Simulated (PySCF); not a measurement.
## Distorted geometries of [Nd(SH)4]−

[Nd(SH)4]− (singlet in the valence; each metal's 4f electrons, 3 of them, lie in its core potential, out of spins and levels). PySCF 2.14.0, RKS r2SCAN, Nd lcecp-1-SVP with ECP49, S def2-SVP, H def2-SVP; non-relativistic Hamiltonian with scalar-relativistic core potentials where named; density fitting; no spin-orbit coupling. Relaxed geometry:

```xyz
9

Nd    0.0000    0.0000    0.0000
S     1.6977    1.5031    1.5125
H     2.6923    0.9922    0.7451
S    -1.6977   -1.5031    1.5125
H    -2.6923   -0.9922    0.7451
S     1.5031   -1.6978   -1.5124
H     0.9917   -2.6923   -0.7451
S    -1.5031    1.6978   -1.5124
H    -0.9917    2.6923   -0.7451
```

Q: Order these distorted geometries by energy above the relaxed one, lowest first.
A.
```xyz
9

Nd    0.0037   -0.1063   -0.0542
S     1.7362    1.5305    1.4724
H     2.7663    0.8904    0.8579
S    -1.7658   -1.4667    1.4646
H    -2.6576   -0.9765    0.7818
S     1.4466   -1.7211   -1.5245
H     1.0060   -2.6306   -0.7226
S    -1.4925    1.7195   -1.5417
H    -1.0428    2.7608   -0.7337
```
B.
```xyz
9

Nd   -0.0823   -0.1248   -0.0934
S     1.6867    1.4237    1.3149
H     2.7822    1.1217    0.6055
S    -1.3573   -1.6897    1.6775
H    -2.7422   -0.8980    0.8768
S     1.6249   -1.5858   -1.4485
H     0.7402   -2.6118   -0.7695
S    -1.4501    1.7924   -1.4079
H    -1.2021    2.5723   -0.7554
```
C.
```xyz
9

Nd   -0.0059    0.0222    0.0249
S     1.6132    1.5347    1.4775
H     2.8344    0.9939    0.8156
S    -1.6400   -1.5362    1.5105
H    -2.7520   -0.9803    0.8760
S     1.5074   -1.6732   -1.5444
H     0.9709   -2.6659   -0.8915
S    -1.4889    1.6650   -1.5456
H    -1.0391    2.6399   -0.7229
```

A: C (0.30 eV), A (0.48 eV), B (3.79 eV).

Q: Which forces (eV/Å) act in the one that lies 3.79 eV up?

A: 
```
Nd    0.44   0.72   0.54
S    -0.40   0.09   0.29
H     0.19  -0.15  -0.26
S    -3.21   1.40  -1.49
H     2.93  -1.64   1.66
S    -1.19  -2.24   0.65
H     1.56   1.68  -1.14
S    -4.84 -13.76 -11.96
H     4.51  13.90  11.70
```
Forces carry noise of the integration grid, about 0.01 to 0.03 eV/Å.

No frequency check is given that shows the relaxed geometry to be a minimum. An lcecp potential fixes the number of 4f electrons, so in runs with it no electron can move into or out of that shell.
